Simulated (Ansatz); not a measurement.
A structure relaxed at r2SCAN-D4/def2-TZVP in Ansatz, charge 0, singlet:

```xyz
6

Cu   -1.343    0.800   -0.617
Cu    0.539   -0.463   -0.075
H     1.834   -1.163    0.684
H    -2.178    1.797    0.134
H    -0.372   -0.303   -1.361
H     1.520   -0.668    1.235
```

(1) Give its formula and point group.

(2) Summarise the bond lengths by kind (pairs closer than 1.2 times the sum of covalent radii, bridged metal pairs left out).

## Answers

(1) the cluster Cu2H4. Point group Cs (tolerance 0.1 Å).

(2) 5 × Cu–H 1.50 to 1.66 Å.

In the singlet, H3 and H6 lie 0.80 Å apart (atoms count from 1), so H2 has formed as a molecule. The structure comes from a short search, and lower isomers may exist.
